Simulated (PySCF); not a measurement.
Te(SMe)(OSiH3) (CH₆OSSiTe), SMILES CS[Te]O[SiH3].

Geometry: r2SCAN-D4/def2-SVP. This is a generated structure with no PubChem entry under its InChIKey; it may be hypothetical. The def2 effective core potentials stand for the cores of Te; spin–orbit coupling is left out. One conformer was computed; it need not be the lowest.

All values below come from M06-2X/def2-TZVP in PySCF.

Gas-phase values at a fixed geometry.

- total energy: -1072.58944 hartree
- highest occupied level: -7.63 eV
- lowest empty level: -0.94 eV
- orbital gap: 6.69 eV
- dipole moment: 1.78 D
- quadrupole, principal values (traceless, Buckingham form, about the centre of nuclear charge): -8.72, 0.81, 7.91 D·Å
- mean static polarisability: 98.9 bohr³ (14.66 Å³)
- polarisability, principal values: 78.6, 91.5, 126.6 bohr³
